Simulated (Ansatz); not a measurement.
The cluster Sc3⁺. Total charge 1; singlet. Geometry r2SCAN-D4/def2-TZVP; atoms count from 1.

Cartesian coordinates in Å:
```
Sc 0.999 1.013 0.244
Sc -1.276 -0.052 1.166
Sc 0.278 -0.960 -1.410
```

The restricted singlet is unstable: a solution with broken spin symmetry lies lower. The geometry of the singlet was relaxed on an unsound state (restricted singlet, unstable towards broken spin symmetry). At PBE0-D4/def2-TZVP a triplet of charge 1 lies 0.35 eV below the restricted singlet, each at its own geometry. That triplet is doubtful there (⟨S²⟩ 2.81, where a pure state has 2.00). The structure comes from a short search, and lower isomers may exist.

Estimate the Mulliken populations from the PBE0/def2-TZVP orbitals of Ansatz.


```tsv
atom	charge (e)	d electrons
Sc1	0.40	1.53
Sc2	0.30	1.39
Sc3	0.30	1.39
```
Mulliken values and Mayer orders depend strongly on the basis.

And the Mayer bond orders between bonded heavy atoms (over 0.3)?

Sc1–Sc2 1.65 (2.68 Å); Sc1–Sc3 1.65 (2.67 Å); Sc2–Sc3 1.12 (3.14 Å).
